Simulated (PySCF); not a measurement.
**Ionisation energy of Pt⁺ by level of theory**

Pt⁺ [Xe] 4f14 5d9 (2D) → Pt²⁺ [Xe] 4f14 5d8 (3F), as a difference of total energies. Computed with PySCF 2.14 in def2-TZVPPD with the def2 core potential (60 electrons), with scalar relativity through the core potential. Correlated levels: valence: 5s2 5p6 frozen; valence and next inner shell: nothing frozen outside the core potential. The calculations carry no spin-orbit coupling.

| method | ionisation energy (eV) |
| --- | --- |
| UHF | 16.918 |
| LDA | 19.594 |
| PBE | 19.155 |
| PBE0 | 18.875 |
| r2SCAN | 18.823 |
| BP86 | 19.272 |
| M06-L | 18.626 |
| HSE06 | 18.881 |
| LC-wPBE | 18.735 |
| MP2 (valence) | 18.690 |
| SCS-MP2 (valence) | 18.575 |
| MP2 (valence and next inner shell) | 18.814 |
| SCS-MP2 (valence and next inner shell) | 18.598 |

Problem. How much does correlation contribute at MP2 (valence and next inner shell)?

Solution. 18.814 − (16.918) = 1.896 eV, measured against UHF.

The reference lies between the lowest fine-structure levels, while these numbers refer to the centres of the terms.

Errors of the correlated levels include the incompleteness of this basis and the frozen core.

For comparison: 18.56 ± 0.12 eV (measured; NIST Atomic Spectra Database, ionization energies).
